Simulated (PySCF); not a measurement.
GeClI, SMILES [Cl][Ge][I] (connectivity only; charge and spin as stated), neutral, multiplicity 1.

Geometry: B3LYP-D3(BJ)/def2-TZVP. The def2 effective core potentials stand for the cores of I; spin–orbit coupling is left out.

Calculation: B3LYP-D3(BJ)/def2-TZVP run with PySCF 2.14.0.

Frequencies are harmonic and unscaled.

| mode | ν (cm⁻¹) | IR (km/mol) | moving atoms (share of kinetic energy) |
|---|---|---|---|
| 1 | 112 | 0.4 | Cl 62 %, I 23 %, Ge 15 % |
| 2 | 228 | 42.4 | Ge 67 %, I 32 % |
| 3 | 379 | 84.0 | Cl 67 %, Ge 33 % |
